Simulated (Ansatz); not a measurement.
Ansatz (a quantum-chemistry and plane-wave program) input (HF/3-21G): The .json file is the Basis Set Exchange's 3-21G.

Ansatz 0.2 input:
```yaml
crystal:
  periodic: [false, false, false]
  atoms:
    - {symbol: Sb, position_ang: [0.00357021, -0.00005183, 0.26533320]}
    - {symbol: F, position_ang: [-1.35504385, -0.99040498, -0.48323628]}
    - {symbol: F, position_ang: [-0.19031363, 1.66311492, -0.49839004]}
    - {symbol: F, position_ang: [1.52512630, -0.67241623, -0.52192848]}
basis:
  gaussian:
    orbitals: 3-21G.json
hamiltonian:
  xc: {name: HF}
total_charge: 1
magnetization: {spin_polarized: true, initial_magnetization: 1}
phonons: {temperatures: {t_min: 298.15, t_max: 298.15, t_step: 100}}
```

Question: Which harmonic wavenumbers does it give?

Answer: 197, 197, 234, 764, 794, 794 cm⁻¹ (unscaled; negative means imaginary).
